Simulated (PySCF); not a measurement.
A GIAO shielding run with PySCF (density fitting, non-relativistic, gas phase) on `InChI=1S/C7H9OP/c1-6-5-9(6)7-3-2-4-8-7/h2-4,6H,5H2,1H3/p+1/t6-,9-/m1/s1`:

```
$ OMP_NUM_THREADS=1 python probes_run.py task.json out

{"job": {"kind": "nmr", "xc": "PBE0", "basis": "pcSseg-1"}, "charge": 1, "multiplicity": 1}
C     -2.924834    -0.844508    -0.986790
C     -1.786188    -0.427581    -0.098189
C     -1.547842     1.061488     0.166426
P     -0.280561     0.279528    -0.842758
C      1.328178     0.128980    -0.119448
C      2.103768     0.967416     0.650834
C      3.293734     0.258385     0.890454
C      3.160420    -0.944673     0.251518
O      1.984188    -1.032989    -0.361513
H     -3.851025    -0.807457    -0.415173
H     -2.794221    -1.862625    -1.346056
H     -3.028738    -0.178210    -1.841351
H     -1.593793    -1.093631     0.739201
H     -2.223844     1.757380    -0.315424
H     -1.270556     1.351857     1.172962
H     -0.385081     0.635388    -2.167559
H      1.848038     1.949837     0.993164
H      4.135138     0.595953     1.459198
H      3.823417    -1.785287     0.178205
```

Hardware: 1 thread of an Arm Neoverse V1, shared host. The job also computes population analyses, field gradients, ring-centre shieldings.

Q: How large is the calculation?

A: 74 electrons, 210 basis functions and 1107 auxiliary functions.

Q: How long does it take, and how much memory does it need?

A: 49 s of wall time, with 14 SCF cycles and 5 response iterations; peak memory 0.94 GiB. Times on a shared host scatter by some tens of per cent.
